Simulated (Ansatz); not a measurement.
`[CH3][Cd][F]` + HBr → `[F][Cd][Br]` + CH₄ at 298.15 K and 1 bar (ligand exchange at a Cd–C bond).

Gas-phase electronic energies from Ansatz, PBE0-D4/def2-TZVP geometries. CCSD(T)/CBS is the MP2 limit (def2-TZVPP, def2-QZVPP) plus CCSD(T) − MP2 in def2-TZVPP, frozen cores. This one scheme is used for every species. Elements past krypton have def2 core potentials. For Br, Cd outer-core shells are correlated without core-valence functions, which leaves a few kJ/mol of doubt a bond. Scalar relativity is left out up to krypton.

```json
{"species": "`[CH3][Cd][F]`", "CCSD(T)/CBS energy (Eh)": "-307.37791", "H − E (kJ/mol)": "112.8", "S (J/(mol·K))": "288.0"}
{"species": "HBr", "CCSD(T)/CBS energy (Eh)": "-2573.91920", "H − E (kJ/mol)": "24.6", "S (J/(mol·K))": "198.6"}
{"species": "`[F][Cd][Br]`", "CCSD(T)/CBS energy (Eh)": "-2840.89161", "H − E (kJ/mol)": "20.5", "S (J/(mol·K))": "292.3"}
{"species": "CH₄", "CCSD(T)/CBS energy (Eh)": "-40.46206", "H − E (kJ/mol)": "127.4", "S (J/(mol·K))": "186.2"}
```

H − E and S are ideal-gas, rigid-rotor, harmonic terms from PBE0-D4/def2-TZVP. 1 Eh = 2625.50 kJ/mol, R = 8.31446 J/(mol·K).

Task: By hand: ΔE, ΔH, ΔS and ΔG.

Result: ΔE = (-2840.89161) + (-40.46206) − (-307.37791) − (-2573.91920) = -0.05656 Eh = -148.5 kJ/mol. Δ(H − E) = 20.5 + 127.4 − 112.8 − 24.6 = 10.5, so ΔH = -138.0 kJ/mol. ΔS = 292.3 + 186.2 − 288.0 − 198.6 = -8.1 J/(mol·K). ΔG = -138.0 − 298.15 × (-8.1)/1000 = -135.6 kJ/mol.

Task: By hand: the equilibrium constant, and the temperature at which ΔG would vanish if ΔH and ΔS stayed fixed.

Result: log₁₀ K = −ΔG/(RT ln 10) = 23.8. ΔG = 0 at ΔH/ΔS = 17037 K, far beyond where these terms or the molecules hold.

The number of gas molecules stays the same, so ΔS is small and ΔH decides. A doubt of 5 kJ/mol in ΔE shifts log₁₀ K by 0.9 here. These are equilibria of isolated gas molecules and say nothing of rates. Largest T1 diagnostic: 0.014 (customary marks: 0.02 for closed shells, 0.045 for open ones).
